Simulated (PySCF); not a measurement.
bromotrifluoromethane (CBrF₃), SMILES FC(F)(F)Br. Heavy atoms are numbered as in [F:1][C:2]([F:3])([F:4])[Br:5].

Geometry optimised at B3LYP-D3(BJ)/def2-SVP.

Method: HF/pcSseg-1 (PySCF).

GIAO shieldings, no solvent; atoms alike by connectivity are averaged. δ = σ(ref) − σ: ¹⁹F against CFCl3 (σ = 238.5 ppm); ¹³C against TMS (σ = 192.6 ppm), references at their B3LYP-D3(BJ)/def2-TZVP geometries, non-relativistic (without spin–orbit terms, shifts of atoms bonded to Cl or Br come out too high).

Q: Estimate the chemical shifts. (An estimate is asked for; the answer gives what the named calculation found.)

A: 
```tsv
nucleus	atoms	count	δ (ppm)
¹⁹F	F1	3	-4.8
¹³C	C2	1	124.5
```
